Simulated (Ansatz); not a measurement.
Reaction (cleavage of the Si–Si bond): `N[SiH]([SiH3])[SeH]` + `OB(O)[TeH]` → `OB(O)[Te][SiH3]` + `N[SiH2][SeH]`

Isolated molecules relaxed with PBE0-D4/def2-TZVP in Ansatz; ΔE leaves out vibrations. CBS: MP2 limit from def2 TZ/QZ plus the TZ coupled-cluster correction, frozen cores. DFT in def2-TZVPP. def2 core potentials past Kr. For Se, Te outer-core shells are correlated without core-valence functions, which leaves a few kJ/mol of doubt a bond. Scalar relativity is left out up to krypton. Each species was taken in one conformer, which may not be the lowest.

`N[SiH]([SiH3])[SeH]`:

```xyz
11

N    -0.096   -0.611   -1.739
Si   -0.537    0.152   -0.273
Si    0.933   -0.567    1.398
Se   -0.335    2.409   -0.623
H     0.328   -1.523   -1.753
H    -0.545   -0.381   -2.611
H    -1.951   -0.032    0.170
H     0.499   -0.005    2.704
H     2.311   -0.094    1.097
H     0.959   -2.054    1.509
H    -1.565    2.705    0.122
```

`OB(O)[TeH]`:

Cartesian coordinates in Å:
```
O 0.756 0.207 -1.212
B -0.199 0.312 -0.259
O -1.196 1.199 -0.488
Te -0.173 -0.886 1.594
H 1.444 -0.429 -1.017
H -1.863 1.261 0.197
H 1.231 -1.664 1.185
```

`OB(O)[Te][SiH3]`:

```xyz
10

O     0.267    1.345   -0.979
B     1.158    0.328   -0.891
O     2.262    0.319   -1.673
Te    1.006   -1.388    0.472
Si   -1.281   -0.852    1.285
H    -0.464    1.290   -0.355
H     2.313    1.097   -2.239
H    -1.371   -1.116    2.742
H    -1.554    0.600    1.057
H    -2.335   -1.623    0.581
```

`N[SiH2][SeH]`:

Cartesian coordinates in Å:
```
N 1.079 -0.115 -0.816
Si -0.137 -0.561 0.303
Se -2.045 0.708 0.376
H 0.867 -0.060 -1.799
H 1.754 0.586 -0.555
H 0.508 -0.551 1.637
H -0.677 -1.895 -0.053
H -1.348 1.887 0.906
```

CCSD(T)/CBS gives -17.3 kcal/mol.

Q: Another level gave -16.0 kcal/mol. Which?
A. PBE0/def2-TZVPP
B. BHLYP-D4/def2-TZVPP
C. B97M-V/def2-TZVPP
D. MP2/def2-TZVPP

A: A. PBE0 -16.0, BHLYP-D4 -17.2, B97M-V -14.3, MP2/def2-TZVPP -19.1 kcal/mol.

Largest T1 diagnostic among the species: 0.012.

From PBE to PBE0 (25 % exact exchange), in def2-TZVPP and without D4, ΔE moves by −0.8 kcal/mol. Leaving LDA and LC-ωPBE aside and taking each functional with its dispersion term where it has one, the values, not all of them listed here, spread over 3.2 kcal/mol, from PBE-QIDH to B97M-V.
